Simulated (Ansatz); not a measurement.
Stepwise reaction of `[F][Ga]([Br])[Br]` with hydrogen chloride, as a gas-phase model of exchange steps in deposition or etching. ΔE in kJ/mol; ΔG adds harmonic PBE0-D4 terms to CCSD(T)/CBS, at 1 bar.

Program: Ansatz. Geometries: PBE0-D4/def2-TZVP. ΔE: electronic, gas phase. CBS: MP2 limit from def2 TZ/QZ plus the TZ coupled-cluster correction, frozen cores. This one scheme is used for every species. DFT in def2-TZVPP. B3LYP here is the variant with VWN-RPA as its local correlation; programs differ in this. For Br, Ga outer-core shells are correlated without core-valence functions, which leaves a few kJ/mol of doubt a bond. Scalar relativity is left out up to krypton.

```csv
step,reaction,PBE-D4,B3LYP-D4,ωB97M-V,CCSD(T)/CBS,ΔG(600 K)
1,`[F][Ga]([Br])[Br]` + HCl → `[F][Ga]([Cl])[Br]` + HBr,12.6,12.2,11.3,13.1,8.1
```

(1) Give the row of step 2, `[F][Ga]([Cl])[Br]` + HCl → `[F][Ga]([Cl])[Cl]` + HBr. (Estimate.)

(2) By hand: ΔE of the 2 steps together at CCSD(T)/CBS.

Results:

(1) Computed: 
```csv
step,reaction,PBE-D4,B3LYP-D4,ωB97M-V,CCSD(T)/CBS,ΔG(600 K)
2,`[F][Ga]([Cl])[Br]` + HCl → `[F][Ga]([Cl])[Cl]` + HBr,12.6,12.2,11.3,13.2,15.1
```

(2) (13.1) + (13.2) = 26.3 kJ/mol, or 13.1 kJ/mol a step.

In ΔE the steps differ by no more than 0.1 kJ/mol. All are uphill at CCSD(T)/CBS. ΔG lies between 8.1 and 15.1 kJ/mol a step. PBE-D4 differs from CCSD(T)/CBS by -0.6 to -0.5 kJ/mol a step. Isolated molecules leave out the surface, adducts and barriers. Largest T1 diagnostic: 0.012.
